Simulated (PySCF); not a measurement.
**Dipole moment and polarisability of Sn(vinyl)3F**

Species: Sn(vinyl)3F, C6H9FSn.
Geometry (PBE0-D3(BJ)/def2-SVP, Å), atoms numbered from 1 in this order:
```
atom  x, y, z in Å
Sn1    0.1371    0.1922    0.0877
C2    -0.2633   -0.0693    2.1638
C3    -1.0196   -1.0938    2.5671
H4     0.1405    0.6367    2.8996
H5    -1.4378   -1.8151    1.8564
H6    -1.2536   -1.2571    3.6263
C7     2.1395   -0.1684   -0.5403
C8     2.3970   -1.2573   -1.2699
H9     2.9495    0.5195   -0.2711
H10    1.6039   -1.9595   -1.5503
H11    3.4097   -1.4939   -1.6181
C12   -0.8807    1.8157   -0.8407
C13   -1.9013    1.5559   -1.6625
H14   -0.5819    2.8525   -0.6454
H15   -2.2198    0.5291   -1.8746
H16   -2.4620    2.3567   -2.1600
F17   -0.7857   -1.3446   -0.7077
```

Level: B3LYP/def2-SVPD (PySCF), static field, nuclei fixed, core orbitals frozen in the response. The polarisability tensor in these axes (au):

```
x   116.02  -8.23  -4.42
y    -8.23 106.21  -6.36
z    -4.42  -6.36 115.83
```

**Question.** What are the eigenvalues, a third of the trace, and Δα (Δα² = ½Σ(αi − αj)² over the three pairs)?

**Answer.** Principal values 98.16, 118.96 and 120.94 au; mean 112.69 au = 16.70 Å³ = 18.58 × 10⁻⁴⁰ C²·m²/J; Δα = 21.86 au (19 % of the mean).

**Question.** What is the dipole moment, and where does it point?

**Answer.** (1.28, 2.14, 1.13) D, 2.73 D in size, pointing from the negative to the positive side. Measured along this direction, the outermost atoms are F17 at the negative end and H4, H14 and H9 at the positive end.

**Question.** Give the principal axes and the span of the nuclei along them.

**Answer.** Largest value along (0.88, -0.35, -0.32), where the nuclei span 6.34 Å; middle along (0.11, -0.50, 0.86), 6.91 Å; least along (0.46, 0.79, 0.40), 3.44 Å. The strongest response doesn't lie along the longest of the three spans.

**Question.** What would n − 1 = 2πNα be for an ideal gas of these molecules at 273.15 K and 1 atm, electronic part alone?

**Answer.** N = p/kT = 2.6868 × 10¹⁹ cm⁻³, so n − 1 = 2π × N × 16.70 × 10⁻²⁴ cm³ = 2819 × 10⁻⁶ at long wavelengths.

**Question.** Find the Langevin capture rate constant for NH4+ (18.034 u) meeting this molecule (219.971 u), k = 2.342 × 10⁻⁹ cm³/s × √(α in Å³ / reduced mass in u).

**Answer.** The reduced mass is 16.67 u, so k = 2.34 × 10⁻⁹ cm³/s. The formula leaves out the permanent dipole, which adds to the capture rate.

**Question.** Orientational against electronic polarisability at 500 K (dilute gas, rigid molecules)?

**Answer.** In Gaussian units μ²/3kT = 36.10 Å³ against 16.70 Å³, a ratio of 2.16; the Debye molar polarisation (4π/3)N_A(α + μ²/3kT) is 133.2 cm³/mol, leaving out the vibrational part.

**Question.** Estimate the molar refractivity from the static electronic polarisability.

**Answer.** Lorentz–Lorenz: R = (4π/3)N_A α = 2.5225 cm³/(mol·Å³) × 16.70 Å³ = 42.1 cm³/mol, in the limit of long wavelengths.

One conformer (not necessarily the lowest) at the PBE0-D3(BJ)/def2-SVP geometry, without solvent, vibrations or thermal averaging. Atoms past krypton carry effective core potentials; spin–orbit coupling is left out.

These values come from a run that also computed excited states. Hardware: Intel Xeon at 2.50 GHz, one thread, no GPU, on a shared host. Cost: 3.0 min (grids of density and orbitals included), 1.1 GiB resident at most.
